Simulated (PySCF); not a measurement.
C7H9BF3N.
Bonds: F1–C2, C2–F3, C2–F4, C2–C5, C5–B6, B6–N7, N7–C8 (aromatic), C8–C9 (aromatic), C9–C10 (aromatic), C10–C11 (aromatic), C11–C12 (aromatic), N7–C12 (aromatic). Hydrogens: H13, H14 on C5; H15, H16 on B6; H17 on C8; H18 on C9; H19 on C10; H20 on C11; H21 on C12.

All values: PBE0/pcSseg-1 (PySCF, non-relativistic), on one gas-phase PBE0-D3(BJ)/def2-SVP geometry that isn't relaxed in the solvent. The solvent is an IEF-PCM continuum (Bondi radii, 1.10 Å for H, scaled by 1.2). The model holds no explicit solvent molecules, cavitation or dispersion.

Gas phase at PBE0/pcSseg-1: HOMO -7.85 eV, LUMO -2.15 eV, dipole 6.44 D.

What does the continuum do to the energy, the frontier levels and the dipole at PBE0/pcSseg-1 in methanol and dimethylsulfoxide?

```csv
solvent,ε,E(solvent) − E(gas) (kJ/mol),polarisation term (kJ/mol),distortion of the solute (kJ/mol),HOMO (eV),LUMO (eV),dipole (D)
methanol,32.61,-37.97,-43.94,5.97,-8.08,-1.71,7.91
dimethylsulfoxide,46.83,-38.52,-44.67,6.15,-8.08,-1.71,7.94
```

The first energy column is the sum of the next two and covers electrostatics alone. From methanol to dimethylsulfoxide the lowering changes by a factor 1.01, Onsager's factor (ε − 1)/(2ε + 1) by 1.01 and ε itself by 1.4.

Which radius a makes the point-dipole formula ΔE = −[(ε − 1)/(2ε + 1)]·μ²/a³ give the value in dimethylsulfoxide, with the gas-phase dipole?

μ = 2.532 au and |ΔE| = 0.01467 Eh give a = 3.15 Å; the farthest nucleus lies 3.97 Å from the centroid of the nuclei, so such a sphere wouldn't even hold the nuclei. The formula assumes a rigid point dipole at the centre of a sphere.

Which Hirshfeld charges (PBE0/pcSseg-1) respond most in dimethylsulfoxide (means over atoms taken as equivalent)?

```
  atoms                   environment  gas (e)  solvent (e)  change
H15/H16                  B–H hydrogen   -0.099       -0.112  -0.013
    H19             aromatic hydrogen   +0.070       +0.083  +0.013
H18/H20             aromatic hydrogen   +0.069       +0.081  +0.012
     N7  nitrogen bonded to B and 2 C   +0.014       +0.002  -0.012
    C10            aromatic CH carbon   -0.008       +0.002  +0.010
     B6         four-coordinate boron   -0.044       -0.050  -0.006
```

Which Mayer bond orders change most in dimethylsulfoxide?

```
   bond  length (Å)    gas  solvent  change
  B6–N7       1.608  0.579    0.613  +0.034
 C12–N7       1.338  1.306    1.288  -0.018
  N7–C8       1.339  1.304    1.287  -0.017
C11–C12       1.388  1.406    1.419  +0.013
  F1–C2       1.343  0.998    0.988  -0.010
  C8–C9       1.386  1.422    1.430  +0.008
  C2–C5       1.494  1.073    1.080  +0.007
C10–C11       1.391  1.416    1.409  -0.007
```

How do the nuclear quadrupole coupling constants eQVzz/h respond in dimethylsulfoxide?

```tsv
nucleus	Q (barn)	gas (MHz)	solvent (MHz)	η gas	η solvent
11B at B6	0.04059	2.19	1.96	0.26	0.21
14N at N7	0.02044	-2.42	-2.09	0.11	0.03
```

Conformer computed: `[F:1][C:2]([F:3])([F:4])[CH2:5][BH2-:6][n+:7]1[cH:8][cH:9][cH:10][cH:11][cH:12]1`: F1–C2–C5–B6 -171°, C2–C5–B6–N7 -55°, C5–B6–N7–C8 -80°.
